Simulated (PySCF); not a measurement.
Record of a relaxation.

Compound: silaneselenol, H4SeSi.
Bonds: Si1–Se2. Hydrogens: H3, H4, H5 on Si1; H6 on Se2.

Computed by this run: PySCF 2.14.0, PBE0-D3(BJ)/def2-TZVP geometry optimisation, gas phase; density fitting, grid level 2; the optimiser is geomeTRIC in internal coordinates, started from a GFN2-xTB structure with every atom displaced at random (about 0.01 Å). The frame can shift and turn from step to step; on so coarse a grid that alone can change the energy by a few meV, and forces under 0.02 eV/Å are noise.

Step 0: E = -73282.0497 eV, largest atomic force 0.981 eV/Å
```
atom  x, y, z in Å  |  force x, y, z in eV/Å
Si1    -0.600   -0.036   -0.056    0.390   0.597  -0.261
Se2     1.543   -0.646   -0.387    0.237  -0.799  -0.517
H3     -0.928   -0.098    1.359   -0.280  -0.046   0.532
H4     -0.743    1.358   -0.550   -0.232  -0.034   0.026
H5     -1.379   -0.982   -0.854   -0.247  -0.216  -0.168
H6      2.132    0.374    0.443    0.132   0.498   0.388
```

Step 1: E = -73282.0928 eV, largest atomic force 0.400 eV/Å
```
atom  x, y, z in Å  |  force x, y, z in eV/Å
Si1    -0.542    0.019    0.033   -0.131  -0.148  -0.041
Se2     1.598   -0.687   -0.328    0.018   0.328   0.227
H3     -0.927   -0.058    1.466    0.069   0.007  -0.009
H4     -0.797    1.396   -0.455    0.091   0.035  -0.009
H5     -1.372   -0.932   -0.748    0.006   0.004   0.006
H6      2.152    0.388    0.531   -0.054  -0.226  -0.174
```

Step 2: E = -73282.0989 eV, largest atomic force 0.063 eV/Å
```
atom  x, y, z in Å  |  force x, y, z in eV/Å
Si1    -0.551    0.012    0.031   -0.060  -0.018  -0.007
Se2     1.593   -0.672   -0.320    0.000  -0.002  -0.010
H3     -0.920   -0.061    1.467    0.012   0.002   0.000
H4     -0.780    1.396   -0.457    0.025   0.002   0.000
H5     -1.382   -0.937   -0.751    0.014   0.005   0.007
H6      2.154    0.386    0.529    0.010   0.012   0.010
```

Step 3: E = -73282.0991 eV, largest atomic force under 0.02 eV/Å
```
atom  x, y, z in Å  |  force x, y, z in eV/Å
Si1    -0.554    0.011    0.030   -0.017   0.004   0.002
Se2     1.591   -0.670   -0.320    0.011  -0.006  -0.005
H3     -0.919   -0.061    1.467    0.001   0.000   0.000
H4     -0.775    1.395   -0.457    0.005   0.000   0.000
H5     -1.384   -0.938   -0.751    0.003  -0.001   0.001
H6      2.153    0.388    0.530   -0.002   0.003   0.001
```

Question: Summarise the path.

Answer: The energy falls by 4.77 kJ/mol from step 0 to step 3; nine tenths of that is first reached at step 2. It falls at every step. The largest force goes from 0.981 to under 0.02 eV/Å. Among the bonds Si1–H3 changes most, from 1.453 to 1.484 Å; the atoms move by 0.037 Å rms after alignment.

Question: Follow the three bonds and two angles with the largest change from start to end.

Answer: 
```
step  E above end (kJ/mol)  largest force (eV/Å)  Si1–H3 (Å)  Se2–H6 (Å)  Si1–Se2 (Å)  Se2–Si1–H4 (°)  Si1–Se2–H6 (°)
   0                  4.77                 0.981       1.453       1.441        2.253           107.3            96.5
   1                  0.61                 0.400       1.486       1.483        2.282           113.3            92.0
   2                  0.02                 0.063       1.484       1.468        2.278           112.0            93.1
   3                  0.00            under 0.02       1.484       1.469        2.278           111.6            93.2
```

What follows is the cost of the whole optimisation. Time: 24 s of wall time; peak memory 0.45 GiB. Hardware: Arm Neoverse N1, one thread, no GPU, shared host.
